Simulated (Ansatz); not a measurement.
Consider the substitution at a C–Si bond: `C=C[SiH2]C=N` + `[OH][InH2]` → `C=C[O][InH2]` + `N=C[SiH3]`.

Isolated molecules relaxed with PBE0-D4/def2-TZVP in Ansatz; ΔE leaves out vibrations. CCSD(T)/CBS is the MP2 limit (def2-TZVPP, def2-QZVPP) plus CCSD(T) − MP2 in def2-TZVPP, frozen cores. DFT in def2-TZVPP. B3LYP here is the variant with VWN-RPA as its local correlation; programs differ in this. def2 core potentials past Kr. For In outer-core shells are correlated without core-valence functions, which leaves a few kJ/mol of doubt a bond. One conformer a species, not always the lowest.

`C=C[SiH2]C=N`:

```xyz
12

C     1.173   -0.311   -1.971
C     0.741    0.410   -0.940
Si   -0.917    0.145   -0.159
C    -0.754   -0.093    1.710
N     0.374    0.085    2.266
H     0.571   -1.100   -2.411
H     2.149   -0.149   -2.420
H     1.392    1.179   -0.531
H    -1.826    1.310   -0.360
H    -1.574   -1.054   -0.750
H    -1.651   -0.365    2.290
H     0.323   -0.058    3.277
```

`[OH][InH2]`:

Z-matrix (Å, degrees):
```
In
O 1 1.991
H 1 1.715 2 114.8
H 1 1.705 2 111.5 3 -180.0
H 2 0.959 1 113.4 3 0.0
```

`C=C[O][InH2]`:

Z-matrix (Å, degrees):
```
C
C 1 1.334
H 1 1.086 2 122.1
H 1 1.081 2 120.2 3 -179.0
O 2 1.332 1 127.3 3 -0.4
H 2 1.092 1 119.6 3 178.0
In 5 2.016 2 123.9 1 -37.1
H 7 1.701 5 108.3 2 164.3
H 7 1.702 5 113.2 2 -17.8
```

`N=C[SiH3]`:

```xyz
8

N     1.360   -0.456    0.935
C     0.122   -0.260    0.735
Si   -0.466    0.367   -0.947
H     1.538   -0.794    1.883
H    -0.632   -0.446    1.517
H    -1.189    1.654   -0.755
H    -1.428   -0.613   -1.519
H     0.694    0.548   -1.848
```

```json
{"level": "PBE-D4", "ΔE (eV)": "0.43"}
{"level": "r2SCAN-D4", "ΔE (eV)": "0.44"}
{"level": "B3LYP-D4", "ΔE (eV)": "0.45"}
{"level": "ωB97M-V", "ΔE (eV)": "0.51"}
{"level": "B2PLYP", "ΔE (eV)": "0.48"}
{"level": "PBE", "ΔE (eV)": "0.42"}
{"level": "HF/def2-QZVPP", "ΔE (eV)": "0.43"}
{"level": "MP2/def2-QZVPP", "ΔE (eV)": "0.59"}
```

Problem. What does CCSD(T)/CBS give? (Estimate.)

Solution. The calculation gave: +0.56 eV. The listed levels differ from it by -0.13, -0.12, -0.11, -0.05, -0.08, -0.14, -0.13, 0.03 eV.

Largest T1 diagnostic among the species: 0.017.

In def2-TZVPP, CCSD(T) changes the Hartree–Fock value by +0.09 eV (the triples alone add −0.01 eV) and MP2 by +0.14 eV.
